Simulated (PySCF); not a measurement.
SMILES C(=C)[SiH2][SiH2]C#N (GFN2-xTB optimised geometry):

```
13

C      1.372    -0.884     0.000
C      0.049    -0.884     0.000
Si    -1.029     0.657     0.000
Si    -2.184     0.799    -2.008
C     -2.354    -0.924    -2.710
N     -2.434    -1.999    -3.101
H      1.938     0.033     0.023
H      1.955    -1.793    -0.018
H     -0.465    -1.839    -0.028
H     -0.181     1.839     0.206
H     -1.955     0.572     1.140
H     -1.528     1.538    -3.093
H     -3.573     1.265    -1.920
```

Calculation: PySCF with B3LYP/def2-TZVP.

### Question
What are the frontier orbital energies and the dipole moment?

### Answer
HOMO-2 -9.27 eV, HOMO-1 -8.80 eV, HOMO -7.94 eV, LUMO -1.25 eV, LUMO+1 -1.00 eV; dipole moment 3.69 D.

Meta-Löwdin charges at B3LYP/def2-TZVP: C1 -0.21, C2 -0.33, Si3 0.42, Si4 0.39, C5 -0.14, N6 -0.19, H7 0.12, H8 0.13, H9 0.13, H10 -0.09, H11 -0.09, H12 -0.07, H13 -0.07.
